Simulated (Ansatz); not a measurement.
WN2O2H4⁺, that is W(NH)2(OH)2 with one electron fewer. The state is a doublet with charge 1. Geometry PBE-D4/def2-SVP, that of the neutral singlet; atoms count from 1.

```xyz
9

W     0.044    0.011   -0.125
N    -1.167    1.083    0.590
H    -1.799    1.436    1.313
N     0.603   -1.221    1.013
H     0.666   -1.714    1.908
O     1.578    1.062   -0.613
H     1.495    2.029   -0.695
O    -0.794   -0.869   -1.615
H    -0.626   -1.816   -1.774
```

In the def2 sets W takes a core potential; there is no spin–orbit coupling.

Problem. Estimate the Mulliken populations from the PBE0/def2-TZVP orbitals of Ansatz.

Solution. 
```
atom  charge (e)  spin (α − β)  d electrons
  W1        1.48         -0.30         3.55
  N2       -0.41          0.61            –
  H3        0.32         -0.01            –
  N4       -0.41          0.61            –
  H5        0.32         -0.01            –
  O6       -0.54          0.06            –
  H7        0.39          0.00            –
  O8       -0.54          0.06            –
  H9        0.39          0.00            –
```
Mulliken values depend strongly on the basis.

Problem. Where does the spin sit?

Solution. Summed by element: W -0.30, N 1.21, H -0.03, O 0.11, of 1 unpaired in all. Largest on single atoms: N4 0.61, N2 0.61, W1 -0.30.

Problem. And the Mayer bond orders between heavy atoms (over 0.3)?

Solution. W1–N2 1.85 (1.77 Å); W1–N4 1.85 (1.77 Å); W1–O6 1.16 (1.92 Å); W1–O8 1.16 (1.92 Å).
